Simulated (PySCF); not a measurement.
Level of theory: B3LYP-D3(BJ)/def2-TZVP // PBE0-D3(BJ)/def2-TZVP in PySCF. Gas-phase values, no solvent. B3LYP has the VWN-RPA correlation part, as in Gaussian. 

Reference species (SMILES): `[AlH]([F])[F]` (neutral, multiplicity 1).

```
Quantity    Result
--------  --------
LUMO      -1.15 eV
HOMO      -9.93 eV
```

Changed species: `[AlH3]` (whole molecule; the reference has whole molecule).

Q: What does the change do to the LUMO and HOMO?

A: the LUMO drops by 0.83 eV, to -1.98 eV; the HOMO rises by 1.53 eV, to -8.40 eV.
